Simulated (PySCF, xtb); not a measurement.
Be(Br)(OSiH3) (BeBrH3OSi), SMILES [SiH3][O][Be][Br]. The values are those of a single conformer.

Harmonic wavenumbers (cm⁻¹) from GFN2-xTB (xtb) at its own minimum, in rising order: 92, 95, 269, 274, 309, 614, 621, 763, 765, 809, 875, 1374, 2272, 2275, 2283.

**Question.** What does B3LYP-D3(BJ)/def2-SVP (PySCF) give at its own minimum? (Estimate from the structure and the level; the computed values follow.)

**Answer.** 58, 58, 295, 318, 318, 740, 740, 875, 960, 960, 1000, 1474, 2230, 2230, 2233. Paired by order, the mean absolute difference is 81 cm⁻¹ and the zero-point energies are 19.6 and 20.7 kcal/mol.
